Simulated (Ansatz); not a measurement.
Computed with Ansatz.

CH$_{3}$ClGeO, SMILES `O=[CH][GeH2][Cl]` at its PBE0-D4/def2-TZVP geometry, where that method's forces vanish. Total charge 0; spin multiplicity 1.

| atom | x (Å) | y (Å) | z (Å) |
| --- | --- | --- | --- |
| O1 | 1.864 | 0.035 | -1.096 |
| C2 | 0.698 | -0.213 | -0.994 |
| Ge3 | -0.301 | 0.196 | 0.699 |
| Cl4 | -2.335 | -0.432 | 0.360 |
| H5 | 0.127 | -0.677 | -1.830 |
| H6 | 0.256 | -0.612 | 1.877 |
| H7 | -0.309 | 1.702 | 0.984 |

(1) For each bond, give half the difference of the two atoms' forces along it (eV/Å; positive pushes the atoms apart) under PBE-D4, r2SCAN-D4, B3LYP-D4, ωB97M-V in def2-TZVPP. (An estimate is asked.)

Results:

(1) The calculation gave: 
```json
{"bond": "O1–C2", "length (Å)": "1.197", "PBE-D4": "0.90", "r2SCAN-D4": "0.32", "B3LYP-D4": "0.24", "ωB97M-V": "0.28"}
{"bond": "C2–Ge3", "length (Å)": "2.008", "PBE-D4": "-0.15", "r2SCAN-D4": "-0.02", "B3LYP-D4": "0.06", "ωB97M-V": "-0.07"}
{"bond": "C2–H5", "length (Å)": "1.114", "PBE-D4": "-0.05", "r2SCAN-D4": "-0.05", "B3LYP-D4": "-0.15", "ωB97M-V": "-0.15"}
{"bond": "Ge3–Cl4", "length (Å)": "2.157", "PBE-D4": "0.20", "r2SCAN-D4": "0.04", "B3LYP-D4": "0.28", "ωB97M-V": "0.09"}
{"bond": "Ge3–H6", "length (Å)": "1.533", "PBE-D4": "0.08", "r2SCAN-D4": "-0.05", "B3LYP-D4": "-0.06", "ωB97M-V": "-0.12"}
{"bond": "Ge3–H7", "length (Å)": "1.533", "PBE-D4": "0.08", "r2SCAN-D4": "-0.04", "B3LYP-D4": "-0.06", "ωB97M-V": "-0.12"}
```

B3LYP here is the variant with VWN-RPA as its local correlation; programs differ in this.
